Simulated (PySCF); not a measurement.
Ga(Cl)(SH)2 (ClGaH2S2), SMILES [SH][Ga]([SH])[Cl]. Heavy atoms are numbered as in [Ga:1]([Cl:2])([SH:3])[SH:5]. Hydrogens are named by the atom that carries them.

Coordinates come from a PBE0-D3(BJ)/def2-SVP optimisation. The values are those of a single conformer.

Level of theory: PBE/pcSseg-1 in PySCF.

GIAO shieldings, no solvent; atoms alike by connectivity are averaged. δ = σ(ref) − σ: ³⁵Cl against HCl (σ = 936.5 ppm); ³³S against H2S (σ = 706.5 ppm); ¹H against TMS (σ = 31.49 ppm), references at their B3LYP-D3(BJ)/def2-TZVP geometries, non-relativistic (without spin–orbit terms, shifts of atoms bonded to Cl or Br come out too high).

Estimate the chemical shifts. (Estimate from the structure and the level; the computed values follow.)


| nucleus | atoms | count | δ (ppm) |
|---|---|---|---|
| ³⁵Cl | Cl2 | 1 | 118.7 |
| ³³S | S3 (SH) | 2 | 112.5 |
| ¹H | H on S3 | 2 | 1.34 |
